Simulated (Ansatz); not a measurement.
**Which method gave which barrier?**

Saddle point of GeH₂F₄, closed shell (GeF₄ ([F][Ge]([F])([F])[F]) + H₂ → GeHF₃ ([F][GeH]([F])[F]) + HF; bonds formed: Ge1–H7, F2–H6; bonds broken: Ge1–F2, H6–H7), PBE0-D4/def2-TZVP structure:

Ge1  (-0.198, 0.366, -0.051)
F2  (1.092, -0.535, 1.051)
F3  (-1.305, 0.443, -1.361)
F4  (-1.210, 0.683, 1.273)
F5  (0.905, 1.588, -0.460)
H6  (0.664, -1.255, 0.155)
H7  (0.053, -1.290, -0.607)
(Å)

Ansatz 0.2.0; basis: def2-TZVPP, with def2-QZVPP for the basis limit; cores frozen in the correlated methods. Filled d shells of the heavier atoms are correlated. The def2 sets are not built for correlating such inner shells, so the correlated values are less sure here. Extrapolation: Hartree–Fock as exp(−7.88 √X), correlation as X^−2.97. Four methods, as single points on the PBE0-D4 structures, gave these electronic barriers from the start structure: 155.6, 169.6, 196.4, 256.5 kJ/mol.

(1) The methods were, in alphabetical order, CCSD(T), HF, PBE-D4, r2SCAN-D4. Which gave which? (Judge from chemistry; the calculation decides.)

T1 diagnostic: at most 0.014.

Results:

(1) By the calculation: PBE-D4 155.6; r2SCAN-D4 169.6; CCSD(T) 196.4; HF 256.5 kJ/mol. For comparison, CCSD(T) at an estimated basis limit (MP2 extrapolated from triple and quadruple zeta, plus CCSD(T) − MP2 in triple zeta) gives 194.9 kJ/mol.

Labels in which every atom is bracketed show which atoms are joined, not bond orders.

For scale, one of the runs: CCSD(T)/def2-TZVPP, 200 basis functions, launched by `ansatz run in.yaml --threads 4 --pin off --events-out ev --progress --plain --max-ram 9574MiB`. Time: 2.7 min of wall clock on 4 CPU threads of an Intel Xeon; the host was shared. Peak host memory: 2.9 GiB.
